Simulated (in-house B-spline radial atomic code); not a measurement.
**Tc IV (Tc3+): [Kr] 4d4**

Computed with a B-spline radial code for spherical atoms: non-relativistic BLYP, spin-polarised, spherical fractional occupations, point nucleus.

Effective charges: Z_r = [3n² - l(l+1)]/(2<r>) from the radius, Z_e = n√(-2ε) from the energy, and Slater's rules. Values are occupation-weighted means over spin.

```json
{"shell": "1s", "electrons": "2", "ε (eV)": "-20354", "<r> (bohr)": "0.03545", "Z_r": "42.32", "Z_e": "38.68", "Slater": "42.70"}
{"shell": "2s", "electrons": "2", "ε (eV)": "-2879.4", "<r> (bohr)": "0.1547", "Z_r": "38.79", "Z_e": "29.10", "Slater": "38.85"}
{"shell": "2p", "electrons": "6", "ε (eV)": "-2661.2", "<r> (bohr)": "0.1325", "Z_r": "37.74", "Z_e": "27.97", "Slater": "38.85"}
{"shell": "3s", "electrons": "2", "ε (eV)": "-524.69", "<r> (bohr)": "0.4275", "Z_r": "31.58", "Z_e": "18.63", "Slater": "31.75"}
{"shell": "3p", "electrons": "6", "ε (eV)": "-439.94", "<r> (bohr)": "0.4216", "Z_r": "29.65", "Z_e": "17.06", "Slater": "31.75"}
{"shell": "3d", "electrons": "10", "ε (eV)": "-284.25", "<r> (bohr)": "0.3983", "Z_r": "26.36", "Z_e": "13.71", "Slater": "21.85"}
{"shell": "4s", "electrons": "2", "ε (eV)": "-98.955", "<r> (bohr)": "1.078", "Z_r": "22.27", "Z_e": "10.79", "Slater": "15.25"}
{"shell": "4p", "electrons": "6", "ε (eV)": "-73.941", "<r> (bohr)": "1.168", "Z_r": "19.70", "Z_e": "9.32", "Slater": "15.25"}
{"shell": "4d", "electrons": "4", "ε (eV)": "-36.594", "<r> (bohr)": "1.5", "Z_r": "14.00", "Z_e": "6.56", "Slater": "5.95"}
```

The least bound orbital is 4d up at -36.59 eV, and it is also the most diffuse (<r> = 1.5 bohr).
